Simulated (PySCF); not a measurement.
**MP2 beside CCSD(T) along the second period: bonds to Sn**

MP2 and CCSD(T) in PySCF with def2-SVPD on every atom (core potentials on Sn), for the lowest determinant that a PBE0 search found; no spin–orbit coupling.

```tsv
molecule	state (unpaired electrons)	MP2 Re (Å)	MP2 ωe (cm⁻¹)	MP2 De (eV)	CCSD(T) Re (Å)	CCSD(T) ωe (cm⁻¹)	CCSD(T) De (eV)
LiSn	quartet (σ ↑, π ↑↑)	2.623	362	1.45	2.629	357	1.43
SnC	triplet (σ ↑, π ↑)	2.010	752	2.72	2.047	642	2.83
SnN	doublet (π ↑)	1.997	662	2.26	2.012	632	2.17
SnO	singlet (closed shell)	1.889	760	5.90	1.881	767	5.22
SnF	doublet (π ↑)	1.994	560	5.06	?	?	?
```

(1) Estimate the CCSD(T) values of SnF by adding the mean shift from MP2 to CCSD(T) of the other rows, and compare with the calculation.

(2) What are the mean differences of MP2 from CCSD(T) over the whole series?

In a basis of this size CCSD(T) is itself not converged; it tends to give bonds that are too long and too weak.

Correlated steps freeze the inner cores (4 to 5 orbitals); shallow outer-core shells are correlated. UHF and ROHF references stand side by side, which adds small steps between rows. Correlated levels converge slowly with the basis: in double zeta they bind strong bonds too weakly, by up to about 1 eV, and carry superposition errors of some tenths. Spin–orbit coupling is left out, which matters for elements this heavy, above all for dissociation energies. Where the molecule has an RHF reference, its open-shell atoms are computed with UHF. The CCSD T1 diagnostic is raised in SnC, SnO, a sign that a single reference may not be enough there. States were picked by a PBE0 search and need not be the measured ground states.

## Answers

(1) The mean shifts are +1.3 pm, -34 cm⁻¹ and -0.17 eV, which give 2.006 Å, 526 cm⁻¹ and 4.89 eV. CCSD(T)/def2-SVPD gives Re = 1.994 Å, ωe = 558 cm⁻¹, De = 4.76 eV.

(2) Re -1.0 pm, ωe +28 cm⁻¹, De +0.20 eV.
